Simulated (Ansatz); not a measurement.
Worked example: AuF + CH4S → AuSH + CH3F

Species: AuF, singlet; CH4S (methanethiol) `CS`, singlet; AuSH `[SH][Au]`, singlet; CH3F (fluoromethane) `CF`, singlet. The partners trade F for SH: Au–F and C–SH bonds give way to Au–SH and C–F.

Shapes, held fixed at every level: PBE0-D4/def2-TZVP. Programs: Ansatz 0.2.0. The zero-point and thermal change to 298 K, harmonic and unscaled (PBE0-D4/def2-TZVP), is +1.6 kJ/mol.

At CCSD(T)/def2-TZVPP; 1 Eh = 2625.50 kJ/mol:

```
species  energy (Eh)
    AuF  -235.081290
   CH4S  -438.165187
   AuSH  -533.729532
   CH3F  -139.564071
```

Problem. Work out ΔH(298 K) of the reaction at this level.

Solution. 
1. Products less reactants: (-533.729532) + (-139.564071) − [(-235.081290) + (-438.165187)] = -0.047126 Eh = -123.7 kJ/mol.
2. With the thermal change: -123.7 + (+1.6) = -122.1 kJ/mol.

Other levels give -140.0 (MP2/def2-SVP) to -105.0 kJ/mol (wB97M-V/def2-TZVPP). No measured value is set beside it here. T1 is large for AuF, AuSH, so single-reference values are less sure there. For atoms past krypton def2 sets carry core potentials with scalar relativity. Correlated rows may include outer-core shells of Au, which these sets cover unevenly.
